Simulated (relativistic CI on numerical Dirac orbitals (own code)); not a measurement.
**Judd-Ofelt analysis for Sm4+**

Computed by Dirac-Coulomb-Breit CI, separate exchange-only KLI orbitals for each configuration, model QED, valence Slater integrals scaled by 0.7 (own radial code, finite nucleus).

Configuration 4f4 alone, in intermediate coupling. Take Ω₂ = 3.88, Ω₄ = 5.43, Ω₆ = 1.4 (10⁻²⁰ cm²) and refractive index n = 2.07 as given. A_ED = 64π⁴e²ν³ n(n² + 2)²/[27h(2J + 1)] Σ Ω_λ |U^λ|², in Gaussian units with ν in cm⁻¹, and A_MD is n³ times the free-ion magnetic-dipole rate; a dash marks a rate that is forbidden or under 2 % of the level's free-ion decay.

Emitting level 5I_8 at 7956 cm⁻¹ (radiative decay alone: multiphonon quenching in a host is left out, and the level can lie too high or too low):

```csv
To,ν (cm⁻¹),U² squared,U⁴ squared,U⁶ squared,Free-ion A(M1) (s⁻¹)
5I_4,7956,0.0000,0.0000,0.0130,-
5I_5,6045,0.0000,0.0021,0.1335,-
5I_6,4040,0.0017,0.0255,0.6093,-
5I_7,2012,0.0275,0.1270,1.4719,0.317
```

(1) Give the rates, branching ratios and the radiative lifetime.

Answers

(1) The rates are:

```json
{"To": "5I_4", "λ (nm)": "1257", "A_ED (s⁻¹)": "3.54", "A_MD (s⁻¹)": "0", "β (%)": "6.1"}
{"To": "5I_5", "λ (nm)": "1654", "A_ED (s⁻¹)": "17", "A_MD (s⁻¹)": "0", "β (%)": "29.4"}
{"To": "5I_6", "λ (nm)": "2475", "A_ED (s⁻¹)": "25.4", "A_MD (s⁻¹)": "0", "β (%)": "44.1"}
{"To": "5I_7", "λ (nm)": "4970", "A_ED (s⁻¹)": "9", "A_MD (s⁻¹)": "2.81", "β (%)": "20.4"}
```

τ_rad = 1.73e-02 s. Computed level positions enter as ν³, so measured ones would change the rates. For the strongest line (2475 nm) and an assumed effective width Δλ = 180 nm (300 cm⁻¹), the Füchtbauer-Ladenburg formula σ = λ⁴A/(8πcn²Δλ) gives a peak emission cross-section of 0.16 × 10⁻²⁰ cm².
